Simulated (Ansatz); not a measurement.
C2H6BClGe at its PBE0-D4/def2-TZVP geometry, where that method's forces vanish. The species carries charge 0 and has multiplicity 1. The bonds changed during the relaxation, so this is another structure than the one it started from.

```xyz
11

C    -0.7262   -0.8682    1.0997
C     0.3364   -1.0303    0.0728
B     0.6336   -0.2653   -1.1314
Ge    0.0761    1.5896   -0.8426
Cl    0.9469    3.2234   -1.9288
H    -1.4201   -1.7163    1.0398
H    -1.3298    0.0335    0.9664
H    -0.3217   -0.8810    2.1172
H     0.9767   -1.8954    0.2665
H     1.3839   -0.4969   -2.0271
H    -0.5557    2.3068    0.3677
```

Q: What forces (eV/Å) does ωB97M-V/def2-TZVPP give on these atoms in Ansatz? (An estimate is asked.)

A: The calculation gave: 
```
C1  -0.228 -0.012  0.232
C2   0.281  0.108 -0.294
B3   0.032 -0.187  0.005
Ge4 -0.036 -0.036  0.156
Cl5 -0.005  0.010  0.005
H6   0.059  0.092 -0.003
H7   0.037 -0.059  0.012
H8  -0.031  0.018 -0.087
H9  -0.074  0.064 -0.030
H10 -0.075  0.045  0.111
H11  0.040 -0.043 -0.106
```
